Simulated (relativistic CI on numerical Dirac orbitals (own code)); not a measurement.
## P¹³⁺: what numerical and physical settings do to a radial Dirac CI calculation

Reference input:

```
atom P  Z=15  charge=13  electrons=2
nucleus A=31  rms_radius_fm=3.1889
hamiltonian dirac-coulomb  breit=on  qed=on  c_scale=1
orbitals kli  potential=per-configuration
slater_scale 1
correlation none
mixing on
grid step=0.0125 r_max=7.3
scf mixing=0.4 start=green max_iterations=150 tolerance=2e-08 node_fill=0.05
configurations
  1s2
  1s 2s
  1s 2p
end
```

Computed lowest total energy -216.28840 Ha, first excitation 17125849.8 cm⁻¹, 21 SCF steps. Runs with settings changed; * marks those that are bad on purpose (the QED terms keep the true α when c is scaled):

| Changed | Outcome | Lowest level | ΔE (Ha) | First excitation (cm⁻¹) | SCF steps | Message |
| --- | --- | --- | --- | --- | --- | --- |
| speed of light × 0.8 | converged | 1s² ¹S0 | -0.336 | 17146068.0 | 21 |  |
| SCF mixing 0.7 | converged | 1s² ¹S0 | 4.56e-11 | 17125849.8 | 18 |  |
| speed of light × 10 | converged | 1s² ¹S0 | 0.584 | 17090798.6 | 21 |  |
| grid step 0.008, node fill of the KLI weights 0.01 | converged | 1s² ¹S0 | -1.01e-05 | 17125808.2 | 21 |  |
| iteration limit 4 * | not converged |  |  |  | 4 | SCF of 1s2 did not converge |
| node fill of the KLI weights 50 * | converged | 1s² ¹S0 | -4.96e-10 | 17135961.9 | 24 |  |
